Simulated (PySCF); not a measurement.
## Threshold energies of InP in a plasma

PBE0 in PySCF with def2-SVPD on every atom (core potentials on In), for the lowest determinant that a PBE0 search found; no spin–orbit coupling.

```
species  state (unpaired electrons)  Re (Å)  ωe (cm⁻¹)  energy of the minimum from the neutral (eV)  De (eV)  dissociates to
    InP              triplet (π ↑↑)   2.666        258                                         0.00     1.99          In + P
   InP⁺         quartet (σ ↑, π ↑↑)   2.965        116                                         7.15     0.46         In⁺ + P
```

Q: Work out the lowest energy to break InP into atoms, from its vibrational ground state.

A: D0 = De − ωe/2 = 1.99 − 0.02 = 1.97 eV (PBE0/def2-SVPD).

Q: Work out the ionisation energy of the In atom at this level and the threshold of dissociative ionisation.

A: IE(In) = 7.15 + 0.46 − 1.99 = 5.62 eV, so In⁺ + P + e⁻ appears at D0 + IE(In) = 7.59 eV (PBE0/def2-SVPD). The measured IE(In) is 5.786 eV (NIST ASD).

These are thermodynamic thresholds; the onsets seen under electron impact lie higher where the geometry changes, and cross-sections peak well above them.

Weak bonds: InP⁺. Basis-set superposition, not corrected here, can be much of De in a small basis, most of all at correlated wavefunction levels. Functionals without a dispersion term scatter widely for such bonds, and LDA overbinds them. Spin–orbit coupling is left out, which matters for elements this heavy, above all for dissociation energies. For an ion De counts to the pair picked by the measured ionisation energies or electron affinities, which need not be the lowest pair at this level. States were picked by a PBE0 search and need not be the measured ground states.
